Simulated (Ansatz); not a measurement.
Born–Oppenheimer molecular dynamics of AlClH6O2Si2 (12 atoms, charge 0, multiplicity 1). It starts from a relaxed structure.

Level of theory: Ansatz, RKS PBE-D4/6-31G.

- ensemble: NVT, Nosé–Hoover chain
- time step: 1 fs
- steps asked: 300
- set temperature: 500 K
- thermostat: time constant 100 fs, chain length 3 (defaults)
- seed: 846216

First frame:

```xyz
12
Properties=species:S:1:pos:R:3
Al -0.001 -0.365 0.174
Cl 0.220 0.963 1.902
O 1.414 -0.879 -0.612
Si 2.821 -1.420 -1.422
H 2.471 -2.573 -2.342
H 3.401 -0.286 -2.244
H 3.846 -1.887 -0.409
O -1.577 -0.806 -0.282
Si -3.164 -1.252 -0.741
H -3.619 -2.433 0.093
H -4.108 -0.086 -0.524
H -3.182 -1.639 -2.206
```

(1) How far do the bonds stretch over the last three quarters of this one trajectory? (Pairs bonded in most of those frames.)

Answers

(1) 
```
   bond  mean (Å)  spread (Å)  shortest  longest
Al1–Cl2     2.202       0.063      2.10     2.32
 Al1–O3     1.713       0.039      1.65     1.79
 Al1–O8     1.713       0.040      1.64     1.81
 O3–Si4     1.728       0.043      1.63     1.80
 Si4–H5     1.517       0.009      1.50     1.54
 Si4–H6     1.523       0.040      1.46     1.59
 Si4–H7     1.517       0.028      1.47     1.57
 O8–Si9     1.727       0.049      1.61     1.81
Si9–H10     1.523       0.021      1.48     1.57
Si9–H11     1.527       0.044      1.45     1.62
Si9–H12     1.523       0.014      1.50     1.55
```

Mean temperature of the second half: 491 K. The conserved energy stayed within 0.39 meV per atom of its start (net change 0.16 meV per atom), so the integration is sound. A run of 0.3 ps of so small a system gives no equilibrium averages. Limits of this set-up: no polarisation functions.

Time of the run: 30 min on 1 thread of Arm Neoverse V1 (shared host), peak memory 0.14 GiB.
